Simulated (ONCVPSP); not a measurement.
## What one change does to a pseudopotential (antimony, ONCV)

- Element: antimony
- Generator: ONCVPSP 4.0.1
- Type: optimised norm-conserving Vanderbilt (ONCV)
- Functional: LDA (Perdew-Wang 92)
- Relativity: scalar-relativistic
- Frozen core: [Ar] 3d10
- Valence charge: 23
- Reference configuration: 4s2 4p6 4d10 5s2 5p3
- Partial waves: 4s+5s: rc 1.55 bohr, ncon 4, nbas 7, qcut 6.5 1/bohr, 2 projectors; 4p+5p: rc 1.10 bohr, ncon 4, nbas 7, qcut 15.3 1/bohr, 2 projectors; 4d: rc 1.60 bohr, ncon 3, nbas 8, qcut 10.6 1/bohr, 1 projector
- Local potential: polynomial inside 0.80 bohr (lpopt 5, dvloc0 6 Ha)
- Core correction: none

Change: p: rc 0.76; local potential polynomial inside 0.76 bohr (lpopt 5, dvloc0 6 Ha).

Cutoffs: the cutoffs (Ha) at which the residual kinetic energy of the hardest occupied pseudo-wave falls to 1 and 0.1 mHa per electron; they do not see the model core or the augmentation charge, which bear on the density cutoff. Errors are all-electron minus pseudo energies relative to the spin-unpolarised reference configuration.

Question: How do hardness, ghosts and transferability respond?

Answer: The potential gets harder (71 Ha and 85 Ha → 94 Ha and 167 Ha); a bound ghost appears in p, which as a rule spoils a file; the number of tests with a reliable result goes from 4 to 1. A smaller radius makes the pseudo-wave follow the all-electron one further in, where it bends more sharply, so more plane waves are needed.

| quantity | base | changed |
| --- | --- | --- |
| cutoff, loose | 71 Ha | 94 Ha |
| cutoff, tight | 85 Ha | 167 Ha |
| loose cutoff by channel | s 18 Ha, p 71 Ha, d 38 Ha | s 18 Ha, p 94 Ha, d 38 Ha |
| bound ghosts | none | p |
| GHOST(+) flags under 300 eV | s at 105.2 eV | s at 84.3 eV |
| tests with a reliable result | 4 of 4 | 1 of 4 |
| error for 4s2 4p6 4d10 5s2 5p2, meV [ΔE 8.51 eV] | -1.5 | -1.3 |
| s: phases at 1.58 bohr within 0.05 rad from the reference energy up to (Ha; the scan ends near 5) | 3.5 | 2.6 |
| d: phases at 1.62 bohr within 0.05 rad from the reference energy up to (Ha; the scan ends near 5) | 1.7 | 1.7 |

 A true bound ghost makes a file unfit for plane-wave use even where its test errors are small: the radial tests pick states by their node count and pass the ghost by.
